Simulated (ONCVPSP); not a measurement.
## LDA (Perdew-Wang 92) ONCV dataset for Ge, fully relativistic all-electron reference.

ONCVPSP 4.0.1 input, shortened (lines: element, Z, core and valence counts, functional; n l f; lmax; l rc ep ncon nbas qcut; lloc lpopt rc5 dvloc0; l nproj debl; icmod fcfact rcfact), LDA (Perdew-Wang 92), fully relativistic:

```
  Ge 32.00    5    3  -001012      upf
    1    0    2.00
    2    0    2.00
    2    1    6.00
    3    0    2.00
    3    1    6.00
    3    2   10.00
    4    0    2.00
    4    1    2.00
    2
    0    1.85    0.00    4    8    4.10
    1    2.30    0.00    4    8    3.30
    2    0.70    0.00    4    9   23.90
    4    4    0.60    4.00
    0    3    2.70
    1    3    2.40
    2    2    1.40
    4    0.50    0.00
```

Open shells are filled in proportion to 2j + 1.

Results:

- Cutoffs needed: 207 Ha and 235 Ha (the cutoffs (Ha) at which the residual kinetic energy of the hardest occupied pseudo-wave falls to 1 and 0.1 mHa per electron)
- Ghost test: ghosts flagged at negative energy: s at -2.71 eV; GHOST(+) flagged for p3/2 at 155.4 eV, p1/2 at 162.2 eV; a true bound ghost makes a file unfit for plane-wave use
- Largest excitation error: -332 meV (all-electron minus pseudo) for 3d10 4s1 4p0, out of 4 test configurations
- rms error of d²Exc/dni dnj: 9.82 mHa without and 1.62 mHa with the model core

Generation and tests took about 25 s on one core of a shared server CPU.
